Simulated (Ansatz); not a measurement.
Reactions of `OB1CC1Cl`.

Program: Ansatz. Geometries: PBE0-D4/def2-TZVP. ΔE: electronic, gas phase. CCSD(T)/CBS adds triple-zeta CCSD(T) − MP2 to the extrapolated MP2 energy (def2 sets, frozen cores). This one scheme is used for every species, atoms too. DFT in def2-TZVPP. Open shells (•) are unrestricted, without spin–orbit coupling. Spin–orbit coupling would lower the free atoms: a little for B, C, Cl, O. Bonds to Br are less sure, by a few kJ/mol each and by 10 to 20 or more in all where they break to atoms, as the def2 sets lack core-valence functions. Scalar relativity is left out up to krypton. One conformer a species, not always the lowest.

```tsv
reaction	PBE0-D4 (kJ/mol)	CCSD(T)/CBS(def2) (kJ/mol)
`OB1CC1Cl` + H₂ → `ClC1BC1` + H₂O	110	105
`OB1CC1Cl` + H–F → `FB1CC1Cl` + H₂O	10	8
`OB1CC1Cl` → B• + 2 C• + Cl• + 4 H• + O•	3615	3556
`OB1CC1Cl` + H₂S → `SB1CC1Cl` + H₂O	29	30
`OB1CC1Cl` + HBr → `OB1CC1Br` + HCl	-11	-13
`OB1CC1Cl` + H₂ → `OB1CC1` + HCl	-84	-85
`OB1CC1Cl` + HCl → `ClB1CC1Cl` + H₂O	40	39
```

Largest T1 diagnostic: 0.014, for B•.
